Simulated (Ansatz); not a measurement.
MoS2Cl2⁺. The state is a doublet with charge 1. Geometry B3LYP-D4/def2-SVP, that of the neutral singlet; atoms count from 1.

```xyz
5

Mo    0.004   -0.001   -0.001
S     0.686    0.417   -1.949
S     1.609   -0.822    1.086
Cl   -1.662   -1.527   -0.118
Cl   -0.637    1.932    0.983
```

In the def2 sets Mo takes a core potential; there is no spin–orbit coupling. The charge 1 doublet is spin-contaminated (final ⟨S²⟩ up to 0.83, 0.75 for a pure state).

Problem. Estimate the Mulliken populations from the PBE0/def2-TZVP orbitals of Ansatz.

Solution. 
| atom | charge (e) | spin (α − β) | d electrons |
| --- | --- | --- | --- |
| Mo1 | 1.05 | -0.43 | 4.14 |
| S2 | 0.09 | 0.70 | – |
| S3 | 0.09 | 0.70 | – |
| Cl4 | -0.11 | 0.01 | – |
| Cl5 | -0.11 | 0.01 | – |
Mulliken values and Mayer orders depend strongly on the basis.

Problem. Where does the spin sit?

Solution. Summed by element: Mo -0.43, S 1.40, Cl 0.02, of 1 unpaired in all. Largest on single atoms: S2 0.70, S3 0.70, Mo1 -0.43.

Problem. And the Mayer bond orders between bonded heavy atoms (over 0.3)?

Solution. Mo1–S2 1.90 (2.11 Å); Mo1–S3 1.90 (2.11 Å); Mo1–Cl4 1.22 (2.26 Å); Mo1–Cl5 1.22 (2.26 Å).
